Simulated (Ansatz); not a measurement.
Total energies of NiH2(PH3)2 (NiP₂H₈) from Ansatz at PBE-D4/def2-TZVP, gas phase (1 Eh = 27.2114 eV = 2625.5 kJ/mol). The reference geometry is relaxed at PBE-D4/def2-SVP.

```tsv
state	geometry	energy (Eh)
charge 0 singlet	reference	-2195.33463
charge 1 doublet	reference	-2195.04739
charge 1 doublet	relaxed at PBE-D4/def2-SVP	-2195.08271
charge 0 triplet	relaxed at PBE-D4/def2-SVP	-2195.26578
free Ni atom (triplet)	–	-1508.03861
free H atom (doublet)	–	-0.49962
free P atom (quartet)	–	-341.10299
```

Q: Work out the vertical ionisation energy to the doublet.

A: E(charge 1 doublet) − E(charge 0 singlet) = -2195.04739 − (-2195.33463) = 0.28724 Eh = 7.82 eV. For comparison, −ε of the highest occupied level is 4.35 eV at this level, 3.47 eV less.

Q: How much does the charge 1 doublet relax, and what is the adiabatic ionisation energy?

A: Relaxation: -2195.04739 − (-2195.08271) = 0.03532 Eh = 0.96 eV. Adiabatic ionisation energy: 0.25192 Eh = 6.86 eV, without zero-point energy. In the charge 1 doublet, H2 and H3 lie 0.84 Å apart (atoms count from 1), so H2 has formed as a molecule.

Q: Which of the charge 0 states is lowest, and how far above it are the others?

A: The singlet. triplet: -2195.26578 − (-2195.33463) = 0.06885 Eh = 180.8 kJ/mol.

Q: What is the binding energy per atom against free atoms?

A: Atoms: 1 × (-1508.03861) + 8 × (-0.49962) + 2 × (-341.10299) = -2194.24155 Eh. Binding: -2194.24155 − (-2195.33463) = 1.09308 Eh = 29.74 eV, or 2.70 eV for each of 11 atoms (no zero-point energy, no counterpoise term).

At PBE-D4/def2-TZVP the gap within one spin of the charge 1 doublet nearly closes, so an electron or hole may be smeared out by delocalisation error.
